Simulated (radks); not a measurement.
Values are calculated unless marked as measured or tabulated.
All-electron atom: Co2+ in [Ar] 3d7. Level of theory: scalar-relativistic Kohn-Sham, MS2 meta-GGA, spin-polarised, spherical densities, finite nucleus; open shells are filled with parallel spins first; meta-GGA in the generalised Kohn-Sham scheme; Fermi nuclear charge, rms radius 3.7875 fm (a radial shooting solver on a logarithmic mesh with Libxc functionals).

Normalised radial functions P(r) = r R(r), r in bohr:

| r | 3s down | 3d down |
|---|---|---|
| 0.002136 | 0.0682 | 0.0000 |
| 0.002427 | 0.0767 | 0.0000 |
| 0.002781 | 0.0868 | 0.0000 |
| 0.003161 | 0.0974 | 0.0000 |
| 0.003621 | 0.1098 | 0.0000 |
| 0.004148 | 0.1236 | 0.0000 |
| 0.004715 | 0.1379 | 0.0000 |
| 0.005402 | 0.1546 | 0.0000 |
| 0.006139 | 0.1716 | 0.0000 |
| 0.007034 | 0.1911 | 0.0001 |
| 0.008059 | 0.2120 | 0.0001 |
| 0.009159 | 0.2328 | 0.0001 |
| 0.01049 | 0.2557 | 0.0002 |
| 0.01193 | 0.2778 | 0.0003 |
| 0.01366 | 0.3012 | 0.0004 |
| 0.01565 | 0.3238 | 0.0006 |
| 0.01779 | 0.3433 | 0.0009 |
| 0.02038 | 0.3610 | 0.0013 |
| 0.02317 | 0.3734 | 0.0019 |
| 0.02654 | 0.3800 | 0.0028 |
| 0.03041 | 0.3779 | 0.0040 |
| 0.03456 | 0.3657 | 0.0057 |
| 0.0396 | 0.3395 | 0.0082 |
| 0.045 | 0.3002 | 0.0114 |
| 0.05156 | 0.2410 | 0.0163 |
| 0.05907 | 0.1623 | 0.0230 |
| 0.06714 | 0.0702 | 0.0316 |
| 0.07692 | -0.0449 | 0.0440 |
| 0.08742 | -0.1658 | 0.0595 |
| 0.1002 | -0.3011 | 0.0811 |
| 0.1147 | -0.4334 | 0.1093 |
| 0.1304 | -0.5434 | 0.1430 |
| 0.1494 | -0.6297 | 0.1876 |
| 0.1712 | -0.6682 | 0.2419 |
| 0.1946 | -0.6472 | 0.3026 |
| 0.2229 | -0.5535 | 0.3770 |
| 0.2533 | -0.3948 | 0.4554 |
| 0.2903 | -0.1558 | 0.5459 |
| 0.3325 | 0.1388 | 0.6404 |
| 0.3779 | 0.4395 | 0.7272 |
| 0.433 | 0.7495 | 0.8117 |
| 0.4921 | 0.9981 | 0.8779 |
| 0.5638 | 1.1843 | 0.9278 |
| 0.646 | 1.2680 | 0.9517 |
| 0.7342 | 1.2483 | 0.9481 |
| 0.8411 | 1.1356 | 0.9168 |
| 0.956 | 0.9675 | 0.8644 |
| 1.095 | 0.7560 | 0.7903 |
| 1.255 | 0.5446 | 0.7036 |
| 1.426 | 0.3708 | 0.6143 |
| 1.634 | 0.2260 | 0.5161 |
| 1.857 | 0.1296 | 0.4246 |
| 2.128 | 0.0646 | 0.3324 |
| 2.438 | 0.0285 | 0.2487 |
| 2.77 | 0.0116 | 0.1804 |
| 3.174 | 0.0038 | 0.1206 |
| 3.607 | 0.0012 | 0.0772 |
| 4.133 | 0.0003 | 0.0442 |
| 4.735 | 0.0000 | 0.0229 |
| 5.382 | 0.0000 | 0.0111 |
| 6.166 | 0.0000 | 0.0045 |
| 7.008 | 0.0000 | 0.0017 |
| 8.028 | 0.0000 | 0.0005 |

3s down: eigenvalue -122.32 eV, 2 radial nodes at r = 0.0731, 0.313 bohr, <r> = 0.774 bohr, 90 % of the charge inside 1.16 bohr. 3d down: eigenvalue -24.719 eV, 0 radial nodes, <r> = 1.05 bohr, 90 % of the charge inside 1.83 bohr.
